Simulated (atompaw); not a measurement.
## Logarithmic derivatives: Hg (Z = 80), PAW (atompaw)

| Quantity | Value |
| --- | --- |
| Element | Hg |
| Generator | atompaw 4.2.0.5 |
| Type | PAW |
| Functional | PBE |
| Relativity | scalar-relativistic |
| Frozen core | [Xe] 4f14 |
| Valence charge | 12 |
| Reference configuration | 5d10 6s1 6p1 |
| Partial waves | 6s (bound): rc 2.52 bohr; 6s channel at 0.05 Ry: rc 2.52 bohr; 6p (bound): rc 3.44 bohr; 6p channel at 1.4 Ry: rc 3.44 bohr; 5d (bound): rc 3.44 bohr; 5d channel at 1.8 Ry: rc 2.24 bohr |
| Local potential | ultrasoft scheme with l = 3 at 0 Ry, radius 2.80 bohr |
| Core correction | smooth core density matched at 3.04 bohr |
| Augmentation charge | sinc compensation charge, radius 2.52 bohr; PAW radius 3.44 bohr; waves and projectors: custom rrkj vanderbiltortho |

The phase is arctan(r·u′/u) with u = r·R(r), unwrapped; energies in Ry, scanned from -3 to 5 Ry. A pole is an energy at which the radial function vanishes at the test radius. The pseudo phase is shifted by a multiple of π to meet the all-electron one at the reference energy, and phase errors are pseudo minus all-electron; the curves can meet again beyond the range given. Levels narrower than the energy grid can be missing from the lists of poles.

```
channel  radius (bohr)  reference energy (Ry)  poles, all-electron      poles, pseudo  unbroken range about the reference energy with phases within 0.05 rad  phase error 1 Ry above the reference energy (rad)
      s           3.46                  -0.62          -0.19, 4.15  -0.19, 3.44, 4.74                                                              below 3.3                                             -0.000
      p           3.46                  -0.15                 0.82         0.82, 4.14                                                              below 2.5                                             -0.000
      d           3.46                  -0.88          -0.84, 2.54        -0.84, 2.57                                                              below 0.6                                             +0.016
```

Phases in the d channel:

| E (Ry) | all-electron | pseudo |
| --- | --- | --- |
| -3.00 | 1.404 | 1.406 |
| -2.52 | 1.389 | 1.391 |
| -2.04 | 1.367 | 1.370 |
| -1.56 | 1.332 | 1.336 |
| -1.08 | 1.208 | 1.214 |
| -0.60 | -1.794 | -1.788 |
| -0.12 | -1.923 | -1.911 |
| 0.36 | -2.162 | -2.135 |
| 0.84 | -3.153 | -3.079 |
| 1.32 | -4.294 | -4.287 |
| 1.80 | -4.564 | -4.564 |
| 2.28 | -4.673 | -4.671 |
| 2.76 | -4.742 | -4.735 |
| 3.24 | -4.804 | -4.787 |
| 3.72 | -4.881 | -4.839 |
| 4.20 | -5.029 | -4.908 |
| 4.68 | -5.607 | -5.025 |
